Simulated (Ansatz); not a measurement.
`F[CH2][Zn][F]` + H₂ → `[CH3][Zn][F]` + H–F at 298.15 K and 1 bar (hydrogenolysis of a C–F bond).

Calculated with Ansatz (gas phase, PBE0-D4/def2-TZVP geometries, no zero-point term in ΔE). CBS: MP2 limit from def2 TZ/QZ plus the TZ coupled-cluster correction, frozen cores. This one scheme is used for every species. For Zn outer-core shells are correlated without core-valence functions, which leaves a few kJ/mol of doubt a bond. Scalar relativity is left out up to krypton. Each species was taken in one conformer, which may not be the lowest.

| species | CCSD(T)/CBS energy (Eh) | H − E (kJ/mol) | S (J/(mol·K)) |
| --- | --- | --- | --- |
| `F[CH2][Zn][F]` | -2017.23103 | 97.6 | 312.2 |
| H₂ | -1.17544 | 35.1 | 130.4 |
| `[CH3][Zn][F]` | -1918.06698 | 113.1 | 278.8 |
| H–F | -100.39570 | 33.5 | 173.6 |

H − E and S are ideal-gas, rigid-rotor, harmonic terms from PBE0-D4/def2-TZVP, for one conformer and one mirror image of each species. For small species the MP2-based limit differs from directly extrapolated CCSD(T) by up to some mEh (0.8 for H₂); such offsets cancel only in part. 1 Eh = 2625.50 kJ/mol, R = 8.31446 J/(mol·K).

**Question.** By hand: ΔE, ΔH, ΔS and ΔG.

**Answer.** ΔE = (-1918.06698) + (-100.39570) − (-2017.23103) − (-1.17544) = -0.05621 Eh = -147.6 kJ/mol. Δ(H − E) = 113.1 + 33.5 − 97.6 − 35.1 = 13.9, so ΔH = -133.7 kJ/mol. ΔS = 278.8 + 173.6 − 312.2 − 130.4 = 9.8 J/(mol·K). ΔG = -133.7 − 298.15 × (9.8)/1000 = -136.6 kJ/mol.

**Question.** By hand: the equilibrium constant, and the temperature at which ΔG would vanish if ΔH and ΔS stayed fixed.

**Answer.** log₁₀ K = −ΔG/(RT ln 10) = 23.9. ΔH and −TΔS have one sign here, so there is no such temperature.

The number of gas molecules stays the same, so ΔS is small and ΔH decides. A doubt of 5 kJ/mol in ΔE shifts log₁₀ K by 0.9 here. Other conformers and mirror images would add mixing entropy, several J/(mol·K) or more a flexible species. These are equilibria of isolated gas molecules and say nothing of rates. Largest T1 diagnostic: 0.016 (customary marks: 0.02 for closed shells, 0.045 for open ones).

ΔS is within the doubt of such terms, so its sign, and with it that verdict, could turn.
